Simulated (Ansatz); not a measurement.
The cluster Co5⁻, relaxed as a multiplicity 11 with UKS PBE-D4/def2-SVPD in Ansatz, starting from the GFN1-xTB geometry. Force threshold 0.02 eV/Å.

The charge -1 multiplicity 11 is spin-contaminated (final ⟨S²⟩ up to 31.09, 30.00 for a pure state). The highest occupied level of the charge -1 multiplicity 11 lies above zero (up to 0.48 eV). The electron is either unbound and held by the finite basis, or the level is raised by self-interaction error. An occupied level of the charge -1 multiplicity 11 lies above an empty one of the other spin, so a lower spin may lie lower. The structure comes from a short search, and lower isomers may exist.

Start:

```xyz
5

Co   -0.877    0.756    0.108
Co   -0.328   -0.650    1.853
Co    1.271    1.497   -0.282
Co   -0.933   -0.836   -1.561
Co    0.866   -0.768   -0.118
```

Task: Estimate the energy that the relaxation releases and the steps that it takes.

Result: 1.11 eV, in 13 steps; 3.9 min on 4 threads of Arm Neoverse V2 on a shared host. No frequencies were taken in this run, so the end may be a saddle point.

Task: Does the start keep its bonding and symmetry?

Result: By distances, no bond broke or formed, bridged metal pairs apart. The bond that changes most is Co3–Co4, from 3.45 to 2.31 Å (atoms count from 1). Metal–metal contacts that move far: Co3–Co4 3.45 to 2.31 Å, Co2–Co4 3.47 to 2.33 Å. Point group Cs at the start, C2v at the end, both within 0.05 Å; within 0.015 Å the end is Cs.

Task: Predict the relaxed structure.

Result: 
```tsv
atom	x (Å)	y (Å)	z (Å)
Co1	-0.6607	1.0446	0.5557
Co2	-0.7556	-1.0447	1.2164
Co3	0.8744	1.1518	-1.0210
Co4	-0.6456	-0.5814	-1.0673
Co5	1.1875	-0.5703	0.3162
```
Bond lengths (bridged metal pairs left out): 9 × Co–Co 2.19 to 2.47 Å.
